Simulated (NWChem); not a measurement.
Species: 2-butanone (C₄H₈O); SMILES CCC(C)=O

```xyz
13

C      0.0452     1.8660     0.4448
C     -0.0892     0.8276    -0.6813
C     -0.1745    -0.5865    -0.1084
C      1.1435    -1.3107     0.1105
O     -1.2479    -1.0903     0.1815
H      0.0849     2.8942     0.0339
H      0.9667     1.7085     1.0425
H     -0.8204     1.8057     1.1344
H     -1.0230     1.0092    -1.2502
H      0.7706     0.9112    -1.3794
H      1.8835    -0.6579     0.6180
H      1.5832    -1.5781    -0.8743
H      0.9788    -2.2324     0.6974
```
Atoms are numbered in this order, from 1.

Program: NWChem. All runs use the structure optimised with PBE-D3(BJ)/def2-SVP. No frequency run checked for a minimum. Level: M05-2X/def2-SVP with SMD (1 M gas to 1 M solution), gas-phase geometry.

```tsv
solvent	dielectric constant	solvation free energy (kcal/mol)	cavity-dispersion-structure term (kcal/mol)	dipole in solution (D)
water	78.4	-4.0	3.8	4.22
chloroform	4.71	-5.7	-1.5	3.63
n-hexane	1.88	-4.5	-2.6	3.28
cyclohexanone	15.6	-5.9	-1.6	3.68
diethyl ether	4.24	-6.0	-2.7	3.52
dimethyl sulfoxide	46.8	-5.4	(withheld)	(withheld)
```

### Question
What belongs in the gaps?

### Answer

- dimethyl sulfoxide, cavity-dispersion-structure term (kcal/mol): -0.9
- dimethyl sulfoxide, dipole in solution (D): 3.73
